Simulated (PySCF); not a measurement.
Dipole moment and polarisability across levels of theory

Pentafluoroethane, C2HF5.
SMILES: `FC(F)C(F)(F)F`

PySCF, dipoles from the SCF density, polarisabilities from static response with core orbitals frozen. Geometry: PBE0-D3(BJ)/def2-SVP; no solvent, vibrations or thermal averaging.

Reference polarisability: 4.623 Å³ (measured, gas; NIST CCCBDB Release 22 (SRD 101), experimental polarizabilities). The anisotropy is √(½[(α1 − α2)² + (α2 − α3)² + (α3 − α1)²]).

```csv
level,μ (D),α (Å³),error (%),anisotropy (Å³)
LDA/def2-SVPD,1.468,4.86,+5.0,0.19
PBE/def2-SVPD,1.418,4.86,+5.1,0.19
B3LYP/def2-SVPD,1.543,4.62,-0.2,0.17
PBE0/def2-SVPD,1.532,4.56,-1.4,0.17
BHandHLYP/def2-SVPD,1.658,4.34,-6.0,0.15
CAM-B3LYP/def2-SVPD,1.590,4.57,-1.2,0.17
wB97X-D/def2-SVPD,1.556,4.55,-1.7,0.17
LC-wPBE/def2-SVPD,1.571,4.55,-1.6,0.18
HF/def2-SVPD,1.768,4.05,-12.4,0.13
PBE0/6-31G*,1.316,3.45,-25.4,0.09
PBE0/def2-SVP,1.445,3.28,-29.0,0.16
PBE0/6-31+G*,1.573,4.26,-8.0,0.18
PBE0/aug-cc-pVDZ,1.499,4.57,-1.1,0.18
PBE0/def2-TZVP,1.473,4.13,-10.7,0.17
PBE0/def2-TZVPD,1.487,4.65,+0.5,0.17
```

For the polarisability, the smallest error is 0.2% (B3LYP/def2-SVPD) and the largest 29.0% (PBE0/def2-SVP). The dipole runs from 1.32 D (PBE0/6-31G*) to 1.77 D (HF/def2-SVPD). In one basis (def2-SVPD) the functionals order the polarisability from HF (lowest) to PBE (highest), a spread of 20%. With PBE0 the polarisability is 3.62 Å³ without diffuse functions (mean of 6-31G*, def2-SVP and def2-TZVP) and 4.51 Å³ with them (mean of 6-31+G*, def2-SVPD, aug-cc-pVDZ and def2-TZVPD). Measured values can belong to vibrating molecules and may average over conformers; the computed ones are for one fixed geometry.
